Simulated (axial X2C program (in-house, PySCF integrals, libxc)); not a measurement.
**Bond lengths and stretching modes, held linear, of HTaH**

Calculated with an axial X2C code built on PySCF integrals: two-component X2C with atomic mean-field Coulomb and Gaunt terms, Gaussian nuclei, basis H dyall-v3z, Ta dyall-v3z with contracted cores. Spin-free rows use the one-electron spin-free X2C Hamiltonian.

Masses H 1.008, Ta 180.948, H 1.008 u. States: 2c Ω = 3/2 (beyond evenly filled blocks: ω = 1/2, ω = -3/2, ω = 5/2); spin-free M_S = 3/2, Λ = 0 (beyond evenly filled blocks: σα, δ+α, δ-α).

BHandHLYP, 2c: energies above the lowest point

| r(H–Ta) (Å) | r(Ta–H) (Å) | E (meV) |
| --- | --- | --- |
| 1.8330 | 1.8330 | 23.88 |
| 1.8330 | 1.8800 | 10.39 |
| 1.8330 | 1.9270 | 19.66 |
| 1.8800 | 1.8330 | 10.39 |
| 1.8800 | 1.8800 | 0.00 |
| 1.8800 | 1.9270 | 12.20 |
| 1.8800 | 1.9740 | 43.48 |
| 1.9270 | 1.8330 | 19.66 |
| 1.9270 | 1.8800 | 12.20 |
| 1.9270 | 1.9270 | 27.14 |
| 1.9740 | 1.8800 | 43.48 |
| 1.9740 | 1.9740 | 97.28 |

Task: Fit a quadratic surface with cubic terms in each bond: where is the minimum, and what are the two stretching wavenumbers?

Result: At BHandHLYP, 2c: bonds 1.877 and 1.877 Å; harmonic stretches 1568.3 and 1761.3 cm⁻¹; force constants 1.64, 1.64 and coupling 0.20 mdyn/Å.

The other levels and Hamiltonians give:

| Hamiltonian | level | r(H–Ta) (Å) | r(Ta–H) (Å) | lower stretch (cm⁻¹) | upper stretch (cm⁻¹) |
| --- | --- | --- | --- | --- | --- |
| 2c | PBE0 | 1.879 | 1.879 | 1546.3 | 1735.7 |
| 2c | HF | 1.898 | 1.898 | 1563.9 | 1758.4 |
| 2c | MP2 | 1.870 | 1.870 | 1609.7 | 1795.7 |
| spin-free | PBE0 | 1.882 | 1.882 | 1545.1 | 1738.3 |
| spin-free | HF | 1.901 | 1.901 | 1562.2 | 1760.7 |
| spin-free | BHandHLYP | 1.880 | 1.880 | 1568.5 | 1765.4 |
| spin-free | MP2 | 1.872 | 1.872 | 1609.1 | 1799.4 |

Each state is one determinant, the lowest of a limited PBE0 search; the stretches come from a fit to these few points and carry an uncertainty of a few per cent. Other orders of the atoms were not compared. MP2 freezes inner shells (threshold -2 hartree). The molecule was held linear; bending was not examined, so a bent shape may lie lower. Note: several unpaired electrons, one determinant need not be a pure state.
